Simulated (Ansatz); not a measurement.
Total energies of the cluster Ga₂H₂⁺ from Ansatz at r2SCAN-D4/def2-TZVP, gas phase (1 Eh = 27.2114 eV = 2625.5 kJ/mol). The reference geometry is relaxed at PBE-D4/def2-TZVP.

```xyz
4

Ga   -0.205   -1.257   -0.173
Ga    0.208    1.258    0.170
H     0.682    2.325    1.240
H    -0.686   -2.326   -1.237
```

```
           state                     geometry  energy (Eh)
charge 1 doublet                    reference  -3850.56751
charge 0 singlet                    reference  -3850.81541
charge 1 quartet  relaxed at PBE-D4/def2-TZVP  -3850.48297
```

(1) Work out the vertical electron affinity, to the singlet.

(2) Which of the charge 1 states is lowest, and how far above it are the others?

(1) E(charge 1 doublet) − E(charge 0 singlet) = -3850.56751 − (-3850.81541) = 0.24790 Eh = 6.75 eV.

(2) The doublet. quartet: -3850.48297 − (-3850.56751) = 0.08454 Eh = 222.0 kJ/mol. The quartet differs in its bonds from the reference.

A triplet lies near this restricted singlet, and broken spin symmetry wasn't tried. 

The structure comes from a short search, and lower isomers may exist.
